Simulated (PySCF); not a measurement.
A structure optimised at PBE-D3(BJ)/def2-SVP, used in a PySCF frequency run:

```
Sn
O 1 2.0371
H 2 0.9799 1 108.32
O 1 2.0371 2 104.71 3 -27.18
H 4 0.9799 1 108.32 2 -137.07
O 1 2.0371 2 104.71 3 -137.07
H 6 0.9799 1 108.32 2 -27.18
```
Charge 0, spin multiplicity 2.

**Question.** Write its SMILES, formula and point group.

**Answer.** [OH][Sn]([OH])[OH], H3O3Sn, C3

**Question.** What are its rotational constants (standard atomic weights)?

**Answer.** 4.3394, 4.3394, 2.7723 GHz
